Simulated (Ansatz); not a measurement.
CClF, SMILES `F[C]Cl` (lower singlet) (charge 0, multiplicity 1). This singlet lies 1.58 eV below the relaxed triplet at the level composite: frozen-core CCSD(T) with HF/cc-pVQZ and the correlation energy extrapolated as X^-3 from cc-pVTZ and cc-pVQZ, plus CCSDT(Q) minus CCSD(T) in cc-pVDZ // PBE0-D3(BJ)/def2-TZVP (Ansatz, a first-principles code).

Calculation: frozen-core fic-MRCISD+Q@CASSCF(2e,2o)/cc-pVTZ // PBE0-D3(BJ)/def2-TZVP (Ansatz).

Ansatz 0.2 input:
```yaml
crystal:
  periodic: [false, false, false]
  atoms:
    - { symbol: F, position_ang: [-1.115311, -0.345241, 0.000005] }
    - { symbol: C, position_ang: [-0.211623, 0.576881, 0.0] }
    - { symbol: Cl, position_ang: [1.326934, -0.23164, -0.000004] }
basis:
  gaussian: { orbitals: cc-pVTZ }
correlation:
  method: fic_mrcisd_q
  active_space: { window: { electrons: 2, orbitals: 2 } }
```

Output:

```
Functional definition: HF
577 factors; integrals over basis functions are off by at most 7.1e-4 eV
mean field evaluation 1: about -16237.6567 eV, gradient 2.5e1 eV
mean field evaluation 2: about -16237.6634 eV, gradient 2.5e1 eV
mean field evaluation 4: about -16239.0407 eV, gradient 2.8e0 eV
mean field evaluation 8: about -16239.1016 eV, gradient 1.3e-1 eV
mean field -16239.10181991 eV, -596.7759846232 hartree, gradient 2.7e-6 eV, S^2 0.000000; 0 other end points of the search recorded, 0 dependent functions left out; unrestricted orbitals would lower it
reference -16239.10181991 eV, -596.7759846232 hartree; 16, 16 occupied and 78, 78 virtual orbitals, 577 factors
state -16239.69600389 eV, -596.7978204816 hartree
contracted CI cycle   1: correlation 0.00000000 eV, 0.0000000000 hartree, residual 4.81e1 eV
contracted CI cycle   2: correlation -13.60584002 eV, -0.5000053982 hartree, residual 6.49e0 eV
contracted CI cycle   3: correlation -13.94687036 eV, -0.5125380322 hartree, residual 1.64e0 eV
contracted CI cycle   4: correlation -13.97353483 eV, -0.5135179334 hartree, residual 5.71e-1 eV
contracted CI cycle   5: correlation -13.97758235 eV, -0.5136666769 hartree, residual 1.98e-1 eV
contracted CI cycle   6: correlation -13.97798247 eV, -0.5136813812 hartree, residual 5.91e-2 eV
contracted CI cycle   7: correlation -13.97801857 eV, -0.5136827078 hartree, residual 1.82e-2 eV
contracted CI cycle   8: correlation -13.97802170 eV, -0.5136828227 hartree, residual 5.27e-3 eV
contracted CI cycle   9: correlation -13.97802195 eV, -0.5136828322 hartree, residual 1.46e-3 eV
contracted CI cycle  10: correlation -13.97802198 eV, -0.5136828330 hartree, residual 4.99e-4 eV
state -16239.69600389 eV, -596.7978204816 hartree; corrected -16255.46380202 eV, -597.3772763753 hartree
Total energy: -16255.46380202 eV, -597.3772763753 hartree
```
